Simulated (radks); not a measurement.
Spherical jellium clusters: N electrons in a uniform positive sphere of charge N and radius rs N^(1/3), rs = 2.78 bohr. Method: non-relativistic Kohn-Sham, LDA (Slater exchange, Perdew-Wang correlation), spin-polarised, spherical densities; computed with a radial shooting solver with Libxc functionals. Levels are named by radial order and angular momentum (1s, 1p, 1d, 2s, ...), and open shells are averaged over m.

N = 27, configuration 1s2 1p6 1d10 2s2 1f(up 7, down 0). This is the lowest configuration that the search found. Occupied and some empty levels:

level,occupation,eigenvalue (eV),<r> (bohr)
1s up,1,-8.4823,5.000
1s down,1,-8.1564,4.735
1p up,3,-7.0744,6.015
1p down,3,-6.5899,5.881
1d up,5,-5.3534,6.745
1d down,5,-4.7914,6.708
2s up,1,-4.6644,5.702
2s down,1,-4.3411,5.856
1f up,7,-3.3892,7.412
1f down,0,-2.8088,7.469
2p up,0,-2.5372,7.135
2p down,0,-2.2348,7.287
1g up,0,-1.2774,8.200
2d up,0,-0.76867,9.588
1g down,0,-0.73845,8.434
2d down,0,-0.52803,10.17

Energy (eV): total -38.7352, kinetic 92.340, external -2789.1, Hartree 1365.4, exchange-correlation -134.46, background 1427.1.

Electron density:

r (bohr),n(r) (e/bohr^3)
0.616,0.01411
1.30,0.01291
1.99,0.01142
2.67,0.01027
3.36,0.009925
4.04,0.01044
4.73,0.01141
5.41,0.01210
6.10,0.01178
6.78,0.01015
7.47,0.007517
8.15,0.004750
8.84,0.002614
9.53,0.001316
10.2,0.0006266
10.9,0.0002855
11.6,0.0001285
12.3,0.00005618
12.9,0.00002464
13.6,0.00001062
